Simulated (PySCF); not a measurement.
Electron correlation in Rb²⁵⁺ (rubidium, charge +25)

[Ne] 3s2, closed-shell 1S. Calculation: PySCF 2.14, in an even-tempered Gaussian basis (18 s from 3.1 bohr⁻², ratio 2.5; 11 p from 4.1 bohr⁻², ratio 2.5; 5 d from 16 bohr⁻², ratio 2.7; 4 f from 23 bohr⁻², ratio 2.7); the spin-free X2C one-electron Hamiltonian (Gaussian nucleus). Frozen: 1s2; 10 electrons correlated; the 19 highest virtual orbitals of each spin left out.

```csv
level,correlation energy (mhartree)
CCSD,-455.85
(T),-1.55
CCSD(T),-457.40
```

Diagnostics: T1 = 0.00050, D1 = 0.0016, largest double amplitude 0.076.

Cost of the coupled-cluster step: roughly 9 core-seconds, for 10 correlated electrons.

At this charge the one-electron X2C treatment keeps the bare 1/r₁₂, with no two-electron picture change or Breit term. The effect here is smaller than on the frozen 1s shell; and a scalar Hamiltonian misses the large spin-orbit splitting of the p shells, which matters for ns² → np² pairs.
